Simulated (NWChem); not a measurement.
Molecule: C₂H₄FNSi; SMILES F[C@@H]1N=C[SiH2]1

```xyz
9

F      0.3741    -1.8642    -0.2444
C      0.0114    -0.7503     0.4430
N     -1.2984    -0.2403     0.0246
C     -1.0870     1.0132    -0.1796
Si     0.7912     0.9582    -0.0202
H     -0.0322    -1.0036     1.5177
H     -1.9146     1.6944    -0.4220
H      1.5372     1.8061     0.9619
H      1.5090     0.9697    -1.3276
```
Atoms are numbered in this order, from 1.

Results from NWChem. Medium grid unless said otherwise, to which SCAN and Minnesota functionals are sensitive. The geometry was optimised at PBE0/def2-SVP. Total energies of different functionals are on different scales.

| level | energy (Ha) | highest occupied level (eV) | orbital gap (eV) | dipole (D) |
|---|---|---|---|---|
| PBE/def2-SVP | -521.9577 | -5.70 | 3.52 | 2.39 |
| B3LYP/def2-SVP | -522.3825 | ? | ? | ? |
| TPSSh/def2-SVP | -522.3931 | -6.39 | 4.78 | 2.68 |
| Hartree-Fock/def2-SVP | -520.5358 | -10.65 | 13.66 | 3.55 |
| BLYP/def2-SVP | -522.2992 | -5.54 | 3.57 | 2.39 |
| M06-2X/def2-SVP | -522.2506 | -8.45 | 8.44 | 2.97 |

**Question.** Complete the blanks.

**Answer.** 
- B3LYP/def2-SVP, highest occupied level (eV): -6.88
- B3LYP/def2-SVP, orbital gap (eV): 5.60
- B3LYP/def2-SVP, dipole (D): 2.72
